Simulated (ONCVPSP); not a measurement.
**Pm: ONCV pseudisation with PBE, non-relativistic reference atom.**

Input for ONCVPSP 4.0.1:

```
# ATOM AND REFERENCE CONFIGURATION
# atsym  z   nc   nv     iexc    psfile
  Pm 61.00    9    4        4      upf
#
#   n    l    f
    1    0    2.00
    2    0    2.00
    2    1    6.00
    3    0    2.00
    3    1    6.00
    3    2   10.00
    4    0    2.00
    4    1    6.00
    4    2   10.00
    4    3    5.00
    5    0    2.00
    5    1    6.00
    6    0    2.00
#
# PSEUDOPOTENTIAL AND OPTIMIZATION
# lmax
    3
#
#   l,   rc,      ep,       ncon, nbas, qcut
    0    2.30    0.00    4    7    4.10
    1    2.85    0.00    3    6    5.90
    2    2.55    0.03    4    9    3.40
    3    1.65    0.00    3    8   12.10
#
# LOCAL POTENTIAL
# lloc, lpopt,  rc(5),   dvloc0
    4    5    1.55    0.00
#
# VANDERBILT-KLEINMAN-BYLANDER PROJECTORs
# l, nproj, debl
    0    2    1.30
    1    2    1.60
    2    2    0.80
    3    2    2.80
#
# MODEL CORE CHARGE
# icmod, fcfact, rcfact
    1    0.30    0.00
#
# LOG DERIVATIVE ANALYSIS
# epsh1, epsh2, depsh
   -3.00    5.00    0.02
#
# OUTPUT GRID
# rlmax, drl
    6.00    0.01
#
# TEST CONFIGURATIONS
# ncnf
    4
# nvcnf
#   n    l    f
    4
    4    3    5.00
    5    0    2.00
    5    1    6.00
    6    0    1.00
#
    4
    4    3    5.00
    5    0    2.00
    5    1    6.00
    6    0    0.00
#
    4
    4    3    4.00
    5    0    2.00
    5    1    6.00
    6    0    0.00
#
    5
    4    3    5.00
    5    0    2.00
    5    1    6.00
    6    0    0.00
    5    2    1.00
#
```

Command:

```bash
oncvpspnr.x < Pm.dat > Pm.out
```

The program printed (shortened: citation, most of the input echo, consistency checks and plot data are left out):

```
ONCVPSP  (Optimized Norm-Conservinng Vanderbilt PSeudopotential)
scalar-relativistic version 4.0.1

#   n    l    f        energy (Ha)
    1    0    2.00    -1.5644136E+03
    2    0    2.00    -2.4615056E+02
    2    1    6.00    -2.3352886E+02
    3    0    2.00    -5.3479291E+01
    3    1    6.00    -4.7940897E+01
    3    2   10.00    -3.7625975E+01
    4    0    2.00    -1.0455248E+01
    4    1    6.00    -8.3395817E+00
    4    2   10.00    -4.6005004E+00
    4    3    5.00    -1.9218114E-01
    5    0    2.00    -1.3693649E+00
    5    1    6.00    -8.1463412E-01
    6    0    2.00    -1.2288340E-01

Reference configufation results
  iterations    38
  all-electron total energy (Ha)   -9.65767618D+03

Begin loop to  construct optimized pseudo wave functions
and semi-local pseudopoentials for all angular momenta

Calculating optimized projector #   1

 for l=   0

    Fraction of norm inside rc  0.925211
    Optimizing pswf for qcut=   4.09 a_B^-1,  ecut=   8.37 Ha
    Residual kinetic energy error=  3.75D-04 Ha

    Energy error per electron        Cutoff
         Ha          eV             Ha
         0.01000     0.27211        5.03
         0.00100     0.02721        7.41
         0.00010     0.00272       18.79
         0.00001     0.00027       24.76

Calculating optimized projector #   2

 for l=   0

    Fraction of norm inside rc  0.046269
    Optimizing pswf for qcut=   4.09 a_B^-1,  ecut=   8.37 Ha
    Residual kinetic energy error=  1.84D-04 Ha

    Energy error per electron        Cutoff
         Ha          eV             Ha
         0.01000     0.27211        1.91
         0.00100     0.02721        6.64
         0.00010     0.00272        9.63
         0.00001     0.00027       24.99

   Wellstate for l =  1  n =  7
     eigenvalue =   0.7854
     asymptotic potential =   1.2854
     half-point radius =  5.6196

Calculating optimized projector #   1

 for l=   1

    Fraction of norm inside rc  0.948317
    Optimizing pswf for qcut=   5.90 a_B^-1,  ecut=  17.43 Ha
    Residual kinetic energy error=  1.06D-08 Ha

    Energy error per electron        Cutoff
         Ha          eV             Ha
         0.01000     0.27211        4.41
         0.00100     0.02721        5.81
         0.00010     0.00272        6.93
         0.00001     0.00027        8.14

Calculating optimized projector #   2

 for l=   1

    Fraction of norm inside rc  0.205725
    Optimizing pswf for qcut=   5.90 a_B^-1,  ecut=  17.43 Ha
    Residual kinetic energy error=  2.88D-09 Ha

    Energy error per electron        Cutoff
         Ha          eV             Ha
         0.01000     0.27211        4.19
         0.00100     0.02721        5.56
         0.00010     0.00272        8.74
         0.00001     0.00027       11.85

WARNING wellstate: moderately localized bound state found for n= 5 l=  2
WARNING scattering state with energy  0.05000000
WARNING will be used for the first projector

   Wellstate for l =  2  n =  6
     eigenvalue =   0.0500
     asymptotic potential =   0.5500
     half-point radius = 21.9425

   Wellstate for l =  2  n =  6
     eigenvalue =   0.8500
     asymptotic potential =   1.3500
     half-point radius =  4.0331

Calculating optimized projector #   1

 for l=   2

    Fraction of norm inside rc  0.073275
    Optimizing pswf for qcut=   3.40 a_B^-1,  ecut=   5.79 Ha
    Residual kinetic energy error=  4.11D-04 Ha

    Energy error per electron        Cutoff
         Ha          eV             Ha
         0.01000     0.27211        3.22
         0.00100     0.02721        5.12
         0.00010     0.00272       10.61
         0.00001     0.00027       42.28

Calculating optimized projector #   2

 for l=   2

    Fraction of norm inside rc  0.261614
    Optimizing pswf for qcut=   3.40 a_B^-1,  ecut=   5.79 Ha
    Residual kinetic energy error=  7.33D-03 Ha

    Energy error per electron        Cutoff
         Ha          eV             Ha
         0.01000     0.27211        5.52
         0.00100     0.02721        7.86
         0.00010     0.00272       19.82
         0.00001     0.00027       53.30

   Wellstate for l =  3  n =  6
     eigenvalue =   2.6078
     asymptotic potential =   3.1078
     half-point radius =  3.2623

Calculating optimized projector #   1

 for l=   3

    Fraction of norm inside rc  0.887610
    Optimizing pswf for qcut=  12.10 a_B^-1,  ecut=  73.21 Ha
    Residual kinetic energy error=  2.36D-06 Ha

    Energy error per electron        Cutoff
         Ha          eV             Ha
         0.01000     0.27211       47.05
         0.00100     0.02721       54.33
         0.00010     0.00272       60.24
         0.00001     0.00027       65.46

Calculating optimized projector #   2

 for l=   3

    Fraction of norm inside rc  0.165174
    Optimizing pswf for qcut=  12.10 a_B^-1,  ecut=  73.21 Ha
    Residual kinetic energy error=  4.88D-07 Ha

    Energy error per electron        Cutoff
         Ha          eV             Ha
         0.01000     0.27211       48.15
         0.00100     0.02721       56.36
         0.00010     0.00272       62.38
         0.00001     0.00027       67.47

Construct Vanderbilt / Kleinmman-Bylander projectors

B matrix Hermiticity error, ll=   0
   1   2    8.9805E-09

  Orthonormal projector coefficients  6.9647E+00  1.1836E+00

B matrix Hermiticity error, ll=   1
   1   2   -9.1764E-09

  Orthonormal projector coefficients  4.2809E+00  5.6024E-01

B matrix Hermiticity error, ll=   2
   1   2    1.0586E-08

  Orthonormal projector coefficients -1.3259E+01  2.5193E+00

B matrix Hermiticity error, ll=   3
   1   2   -8.6731E-09

  Orthonormal projector coefficients -1.4040E+01 -4.3469E+00

Model core correction analysis
  based on d2Exc/dn_idn_j

d2excae - all-electron derivatives

   -1.877997D-02   -1.151501D-02   -9.234437D-03   -7.771091D-04
   -1.150643D-02   -2.502052D-02   -2.266525D-02   -1.225798D-03
   -9.228050D-03   -2.269302D-02   -2.234136D-02   -1.254978D-03
   -8.563730D-04   -1.453337D-03   -1.689103D-03   -4.775531D-04

d2excps - pseudofunction derivatives with no core correction

   -4.678527D-02   -2.188305D-02   -1.570843D-02   -1.612669D-03
   -2.187544D-02   -2.470326D-02   -2.236951D-02   -1.269462D-03
   -1.570265D-02   -2.239725D-02   -2.232241D-02   -1.293408D-03
   -1.692194D-03   -1.497314D-03   -1.728420D-03   -4.915675D-04

rms 2nd derivative error    8.234159E-03

Polynomial model core charge

d2excps - pseudofunction derivatives with core correction

   -2.590670D-02   -1.504887D-02   -1.198848D-02   -1.012964D-03
   -1.504047D-02   -2.108370D-02   -2.032519D-02   -9.718352D-04
   -1.198219D-02   -2.035289D-02   -2.094118D-02   -1.133551D-03
   -1.092237D-03   -1.199357D-03   -1.567673D-03   -4.649589D-04

rms 2nd derivative error    2.734261E-03

Pseudoatom total energy  -67.866144

Diagnostic tests using Vanderbilt-Kleinman-Bylander pseudopotentials
  1 or more projectors used as specified by nproj input data

   l    rcore       rmatch      e in        delta e   norm test  slope test

   0   2.3131496   2.3833818  -1.3693649   0.0000002   1.0000003   1.0000004
   0   2.3131496   2.3833818  -0.1228834  -0.0000000   1.0000000   1.0000000

   1   2.8518918   2.9384814  -0.8146341  -0.0000002   1.0000000   0.9999998
   1   2.8518918   2.9384814   0.7853659   0.0000045   0.9999994   0.9999994

   2   2.5607630   2.6385133   0.0500000  -0.0000000   1.0000000   1.0000000
   2   2.5607630   2.6385133   0.8500000   0.0000001   0.9999999   0.9999999

   3   1.6546906   1.7049306  -0.1921811  -0.0000013   0.9999949   0.9999934
   3   1.6546906   1.7049306   2.6078189  -0.0000558   1.0000036   1.0000036

 Testing for bound ghosts
   n   l    E NL Schr. Eq   E Basis Diag.   E Cutoff

   1   0       -1.369365       -1.369363     35.53
   2   0       -0.122883       -0.086781     35.53

   2   1       -0.814634       -0.814629     19.25

       2                       -0.812131     67.69  WARNING - GHOST(-)
   3   2       -0.088008       -0.083227     67.69

   4   3       -0.192182       -0.191455    142.16

 Testing for highly-localized positive-energy ghosts
       l    <radius>/rc     E Basis Diag.   E Cutoff

       0        0.344986        1.811361     35.53  WARNING - GHOST(+)

Test configuration 0

   n   l     f        eae           eps        diff
   1   0  2.0000-1564.41361964
   2   0  2.0000 -246.15056110
   2   1  6.0000 -233.52885885
   3   0  2.0000  -53.47929130
   3   1  6.0000  -47.94089706
   3   2 10.0000  -37.62597498
   4   0  2.0000  -10.45524792
   4   1  6.0000   -8.33958172
   4   2 10.0000   -4.60050038
   4   3  5.0000   -0.19218114   -0.19218243   -1.29D-06
   5   0  2.0000   -1.36936485   -1.36936462    2.29D-07
   5   1  6.0000   -0.81463412   -0.81463435   -2.28D-07
   6   0  2.0000   -0.12288340   -0.12288340   -2.18D-09

    Total energies and differences
      AE_ref= -9.65767618D+03  AE_tst= -9.65767618D+03  dif=  0.00D+00
      PS_ref= -6.78661443D+01  PS_tst= -6.78661443D+01  dif= -4.92D-11
      PSP excitation error=  4.92D-11

Test configuration 1

   n   l     f        eae           eps        diff
   1   0  2.0000-1564.63009330
   2   0  2.0000 -246.36638058
   2   1  6.0000 -233.74477562
   3   0  2.0000  -53.69441559
   3   1  6.0000  -48.15605217
   3   2 10.0000  -37.84121056
   4   0  2.0000  -10.67059879
   4   1  6.0000   -8.55496719
   4   2 10.0000   -4.81595147
   4   3  5.0000   -0.40739667   -0.40784575   -4.49D-04
   5   0  2.0000   -1.58491438   -1.58489963    1.47D-05
   5   1  6.0000   -1.02930699   -1.02923131    7.57D-05
   6   0  1.0000   -0.28892428   -0.28891795    6.33D-06

    Total energies and differences
      AE_ref= -9.65767618D+03  AE_tst= -9.65747195D+03  dif=  2.04D-01
      PS_ref= -6.78661443D+01  PS_tst= -6.76619330D+01  dif=  2.04D-01
      PSP excitation error=  2.54D-05

Test configuration 2

   n   l     f        eae           eps        diff
   1   0  2.0000-1564.88552915
   2   0  2.0000 -246.62065103
   2   1  6.0000 -233.99921203
   3   0  2.0000  -53.94746517
   3   1  6.0000  -48.40915597
   3   2 10.0000  -38.09445773
   4   0  2.0000  -10.92400242
   4   1  6.0000   -8.80842484
   4   2 10.0000   -5.06950728
   4   3  5.0000   -0.66031345   -0.66162091   -1.31D-03
   5   0  2.0000   -1.83781687   -1.83781144    5.43D-06
   5   1  6.0000   -1.28000755   -1.27979448    2.13D-04

    Total energies and differences
      AE_ref= -9.65767618D+03  AE_tst= -9.65709166D+03  dif=  5.85D-01
      PS_ref= -6.78661443D+01  PS_tst= -6.72816683D+01  dif=  5.84D-01
      PSP excitation error=  4.32D-05

Test configuration 3

   n   l     f        eae           eps        diff
   1   0  2.0000-1565.56105371
   2   0  2.0000 -247.32268837
   2   1  6.0000 -234.69611168
   3   0  2.0000  -54.68232269
   3   1  6.0000  -49.14269545
   3   2 10.0000  -38.82455590
   4   0  2.0000  -11.62553547
   4   1  6.0000   -9.50585478
   4   2 10.0000   -5.75686530
   4   3  4.0000   -1.30008324   -1.27089688    2.92D-02
   5   0  2.0000   -2.35902621   -2.36767734   -8.65D-03
   5   1  6.0000   -1.77214516   -1.77539715   -3.25D-03

    Total energies and differences
      AE_ref= -9.65767618D+03  AE_tst= -9.65612013D+03  dif=  1.56D+00
      PS_ref= -6.78661443D+01  PS_tst= -6.63220988D+01  dif=  1.54D+00
      PSP excitation error=  1.20D-02

Test configuration 4

   n   l     f        eae           eps        diff
   1   0  2.0000-1564.54843613
   2   0  2.0000 -246.28225455
   2   1  6.0000 -233.66066951
   3   0  2.0000  -53.61223240
   3   1  6.0000  -48.07381583
   3   2 10.0000  -37.75856603
   4   0  2.0000  -10.58757091
   4   1  6.0000   -8.47174012
   4   2 10.0000   -4.73214835
   4   3  5.0000   -0.32366522   -0.32694053   -3.28D-03
   5   0  2.0000   -1.50052839   -1.50250448   -1.98D-03
   5   1  6.0000   -0.94960420   -0.95010610   -5.02D-04
   5   2  1.0000   -0.22887283   -0.22855439    3.18D-04

    Total energies and differences
      AE_ref= -9.65767618D+03  AE_tst= -9.65745790D+03  dif=  2.18D-01
      PS_ref= -6.78661443D+01  PS_tst= -6.76476150D+01  dif=  2.19D-01
      PSP excitation error= -2.42D-04
```

oncvpspnr.x prints “scalar-relativistic version” in its banner although the run is non-relativistic.

Note: ghosts flagged at negative energy: d at -22.1 eV; GHOST(+) flagged for s at 49.3 eV. A true bound ghost makes a file unfit for plane-wave use.

The run took about 7.2 s on one core of a shared server CPU.
